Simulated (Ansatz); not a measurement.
VOCl3 (VCl3O). The state is a singlet with charge 0. Geometry PBE0-D4/def2-SVP; atoms count from 1.

```tsv
atom	x (Å)	y (Å)	z (Å)
V1	0.011	0.020	-0.084
O2	0.207	0.370	-1.558
Cl3	-1.984	0.527	0.449
Cl4	1.412	1.150	1.049
Cl5	0.354	-2.067	0.144
```

The restricted singlet is unstable towards broken spin symmetry in Hartree–Fock (as tested in another run); at PBE0-D4/def2-TZVP this wasn't settled.

(1) Estimate the Mulliken populations from the PBE0/def2-TZVP orbitals of Ansatz.

(2) And the Mayer bond orders between bonded heavy atoms (over 0.3)?

Answers

(1) 
```tsv
atom	charge (e)	d electrons
V1	1.16	3.24
O2	-0.36	–
Cl3	-0.27	–
Cl4	-0.27	–
Cl5	-0.27	–
```
Mulliken values and Mayer orders depend strongly on the basis.

(2) V1–O2 2.22 (1.53 Å); V1–Cl3 1.11 (2.13 Å); V1–Cl4 1.11 (2.13 Å); V1–Cl5 1.11 (2.13 Å).
